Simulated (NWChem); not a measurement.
# SiNH₄Cl; SMILES N[SiH2]Cl

```xyz
7

Si     0.5732    -0.5018     0.0451
N     -0.6111    -1.7419     0.1395
Cl    -0.1458     1.4254    -0.3828
H      1.5006    -0.8365    -1.0566
H      1.2349    -0.3985     1.3633
H     -1.2455    -1.7767     0.9293
H     -1.0663    -2.0721    -0.7038
```
Atoms are numbered in this order, from 1.

Program: NWChem. STO-3G and 3-21G are far too small for this property and stand as cheap habits. Geometry: optimised at B3LYP/6-31G* (spherical d). GIAO values for the isolated, static molecule; σ is the absolute isotropic shielding, δ = σ(reference) − σ with the isolated reference molecule computed at the same levels (1H: tetramethylsilane, 15N: ammonia, 29Si: tetramethylsilane).

| level | δ Si1 (ppm) | δ N2 (ppm) | σ Cl3 (ppm) | δ H4 (ppm) | δ H6 (ppm) |
|---|---|---|---|---|---|
| KT2/pcSseg-1 | -22.2 | 39.6 | 851.6 | 5.34 | 1.30 |
| PBE/pcSseg-1 | -23.2 | 41.7 | 844.5 | 5.39 | 1.25 |
| Hartree-Fock/STO-3G | (withheld) | (withheld) | (withheld) | (withheld) | (withheld) |
| LDA (Slater exchange, VWN5)/pcSseg-1 | -18.7 | 48.5 | 827.1 | 5.65 | 1.38 |

**Question.** What belongs in the gaps?

**Answer.** 
- Hartree-Fock/STO-3G, δ Si1 (ppm): -19.4
- Hartree-Fock/STO-3G, δ N2 (ppm): -37.7
- Hartree-Fock/STO-3G, σ Cl3 (ppm): 1213.0
- Hartree-Fock/STO-3G, δ H4 (ppm): 2.93
- Hartree-Fock/STO-3G, δ H6 (ppm): -0.69
